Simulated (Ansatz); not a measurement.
Ba4S4. Total charge 0; singlet. Geometry r2SCAN-D4/def2-SVP; atoms count from 1.

```xyz
8

Ba   -0.5870    0.9397   -2.3401
Ba   -0.6592    1.7259    1.8140
Ba   -1.2982   -2.2051    0.3947
Ba    2.5445   -0.4605    0.1313
S    -2.4890    0.4510   -0.1286
S     0.5745   -0.9197    2.2889
S     1.2695    2.1574   -0.3862
S     0.6451   -1.6887   -1.7741
```

In the def2 sets Ba takes a core potential; there is no spin–orbit coupling. The structure comes from a short search, and lower isomers may exist.

Q: Estimate the Mulliken populations from the PBE0/def2-TZVP orbitals of Ansatz.

A: 
```json
{"atom": "Ba1", "charge (e)": "1.08"}
{"atom": "Ba2", "charge (e)": "1.08"}
{"atom": "Ba3", "charge (e)": "1.08"}
{"atom": "Ba4", "charge (e)": "1.08"}
{"atom": "S5", "charge (e)": "-1.08"}
{"atom": "S6", "charge (e)": "-1.08"}
{"atom": "S7", "charge (e)": "-1.08"}
{"atom": "S8", "charge (e)": "-1.08"}
```
Mulliken values depend strongly on the basis.

Q: And the Mayer bond orders between heavy atoms (over 0.3)?

A: Ba1–S5 0.57 (2.96 Å); Ba1–S7 0.57 (2.96 Å); Ba1–S8 0.57 (2.96 Å); Ba2–S5 0.57 (2.96 Å); Ba2–S6 0.57 (2.96 Å); Ba2–S7 0.57 (2.96 Å); Ba3–S5 0.57 (2.96 Å); Ba3–S6 0.57 (2.96 Å); Ba3–S8 0.57 (2.96 Å); Ba4–S6 0.57 (2.96 Å); Ba4–S7 0.57 (2.96 Å); Ba4–S8 0.57 (2.96 Å).
